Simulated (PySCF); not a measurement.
## `C(F)=C=C=C=CF`, C₅H₂F₂

Molfile (atoms numbered from 1):
```
C5H2F2
     RDKit          3D

  9  8  0  0  0  0  0  0  0  0999 V2000
    3.2225   -1.1556   -1.0919 F   0  0  0  0  0  0  0  0  0  0  0  0
    2.2142   -1.2934   -0.2288 C   0  0  0  0  0  0  0  0  0  0  0  0
    1.0972   -0.6260   -0.3417 C   0  0  0  0  0  0  0  0  0  0  0  0
   -0.0104   -0.0047   -0.3856 C   0  0  0  0  0  0  0  0  0  0  0  0
   -1.1098    0.6303   -0.4351 C   0  0  0  0  0  0  0  0  0  0  0  0
   -2.2617    1.2397   -0.5213 C   0  0  0  0  0  0  0  0  0  0  0  0
   -2.4953    2.4158    0.0642 F   0  0  0  0  0  0  0  0  0  0  0  0
    2.4312   -2.0093    0.5565 H   0  0  0  0  0  0  0  0  0  0  0  0
   -3.1240    0.8631   -1.0609 H   0  0  0  0  0  0  0  0  0  0  0  0
  1  2  1  0
  2  3  2  0
  3  4  2  0
  4  5  2  0
  5  6  2  0
  6  7  1  0
  2  8  1  0
  6  9  1  0
M  END
```

Method used: TDDFT CAM-B3LYP/def2-TZVPD circular dichroism and optical rotation, one conformer, gas phase in PySCF 2.14.0. Geometry: PBE0-D3(BJ)/def2-TZVP.

No stereocentre is labelled: unless the shape is locked (an allene, a helicene, a hindered biaryl), the mirror image is equally populated and a measured rotation or CD is zero.

Q: List the lowest 12 singlet excitations with oscillator and rotatory strengths.

A: Rotatory strengths R in 10⁻⁴⁰ esu² cm², velocity form and length form (origin at the centre of mass); f in length form.
| state | E (eV) | λ (nm) | f | R (velocity) | R (length) | main |
| --- | --- | --- | --- | --- | --- | --- |
| 1 | 3.71 | 334 | 0.0005 | +0.1 | +0.1 | HOMO−1→LUMO 0.47, HOMO→LUMO+1 0.46 |
| 2 | 3.83 | 324 | 4e-05 | +0.8 | +0.8 | HOMO→LUMO 0.31, HOMO−1→LUMO+1 0.30 |
| 3 | 4.74 | 261 | 0.0001 | 0.0 | 0.0 | HOMO−1→LUMO+1 0.47, HOMO→LUMO 0.47 |
| 4 | 6.19 | 200 | 2.057 | -5.8 | -5.8 | HOMO−1→LUMO 0.28, HOMO→LUMO+1 0.28 |
| 5 | 6.57 | 189 | 0.001 | -12.5 | -11.9 | HOMO→LUMO+2 0.58, HOMO−1→LUMO+2 0.16 |
| 6 | 6.59 | 188 | 0.042 | +11.1 | +10.7 | HOMO−1→LUMO+2 0.62, HOMO→LUMO+2 0.18 |
| 7 | 6.78 | 183 | 0.001 | +4.1 | +4.1 | HOMO−2→LUMO+1 0.29, HOMO−3→LUMO 0.28 |
| 8 | 6.84 | 181 | 0.004 | -0.9 | -0.8 | HOMO−3→LUMO 0.26, HOMO−2→LUMO+1 0.24 |
| 9 | 7.42 | 167 | 0.023 | +13.4 | +12.7 | HOMO→LUMO+3 0.66, HOMO−1→LUMO+3 0.13 |
| 10 | 7.44 | 167 | 0.021 | -11.9 | -11.3 | HOMO−1→LUMO+3 0.65, HOMO→LUMO+3 0.13 |
| 11 | 7.81 | 159 | 0.217 | -3.5 | -3.6 | HOMO−2→LUMO 0.33, HOMO−3→LUMO+1 0.28 |
| 12 | 8.00 | 155 | 0.0003 | +2.2 | +2.3 | HOMO→LUMO+4 0.29, HOMO−3→LUMO+1 0.12 |

Among the states computed, the strongest CD band (largest |R|) is state 9. The largest dissymmetry factor in size, g = 4R/(D+G), with D and G the electric and magnetic dipole strengths, is +0.12 for state 2 (velocity form, f = 4e-05), among bands with |R| over 0.5. The mirror image has the same energies and oscillator strengths and all R with the opposite sign.
